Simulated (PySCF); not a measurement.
Spinor energies of Ca²⁺ (calcium, charge +2)

Start: [Ar]. Calculated with PySCF 2.14 in an uncontracted even-tempered set (22 s from 0.054 bohr⁻², ratio 2.4; 15 p from 0.071 bohr⁻², ratio 2.4; 5 d from 1.5 bohr⁻², ratio 2.6; 5 f from 2.3 bohr⁻², ratio 2.6): generalised Hartree-Fock with the X2C-1e Hamiltonian and a Gaussian nucleus; one run each with spin-orbit coupling (SO) switched off, then screened by Boettger's factors.

| spinor shell | electrons | ε, spin-free (eV) | ε, screened SO (eV) | weight of nominal j (screened SO) | rms radius, screened SO (bohr) |
| --- | --- | --- | --- | --- | --- |
| 1s1/2 | 2 | -4099.9 | -4099.8 | 1.000 | 0.0888 |
| 2s1/2 | 2 | -476.53 | -476.53 | 1.000 | 0.393 |
| 2p1/2 | 2 | -386.09 | -388.66 | 1.000 | 0.360 |
| 2p3/2 | 4 | -386.09 | -384.81 | 1.000 | 0.363 |
| 3s1/2 | 2 | -76.094 | -76.093 | 1.000 | 1.24 |
| 3p1/2 | 2 | -51.075 | -51.363 | 1.000 | 1.36 |

(1) Where does 3p3/2 lie, and what is the 3p spin-orbit splitting (screened SO)?

```tsv
quantity	spin-free	screened SO
E (hartree)	-679.02707	-679.03064
M_J	0	0
⟨J²⟩	0.000	0.000
⟨L²⟩	0.000	0.000
⟨S²⟩	0.000	0.000
```

Without spin-orbit coupling the j labels of p, d and f shells carry no meaning; the spin-free column gives the mean over the occupied spinors of each nl shell.

Results:

(1) At -50.932 eV, 0.431 eV above 3p1/2.
